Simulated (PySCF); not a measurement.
Working out the ionisation energy of Kr

Kr [Kr] (1S) → Kr⁺ [Ar] 3d10 4s2 4p5 (2P). Computed with PySCF 2.14 in aug-cc-pwCVTZ-PP with ECP10MDF (8s7p6d4f1g, 96 functions), with a scalar-relativistic core potential. Frozen: 3s2 3p6 3d10. Energies in hartree (1 hartree = 27.21139 eV):

| part | Kr (lower) | Kr⁺ (upper) |
| --- | --- | --- |
| UHF | -462.198095 | -461.718758 |
| CCSD correlation | -0.197309 | -0.165434 |
| (T) | -0.006456 | -0.004591 |

Problem. What does Hartree-Fock give?

Solution. (-461.718758) − (-462.198095) = 0.479337 hartree = 13.043 eV.

Problem. What do CCSD and CCSD(T) give?

Solution. The CCSD correlation energies differ by 0.031875 hartree = 0.867 eV and the triples by 0.001865 hartree = 0.051 eV, so CCSD gives 13.910 eV and CCSD(T) 13.961 eV.

Measured between the centres of the two terms (NIST): 14.222 eV, so CCSD(T) (valence) is off by -0.261 eV.

What remains against the reference includes basis incompleteness, the frozen core and higher excitations.
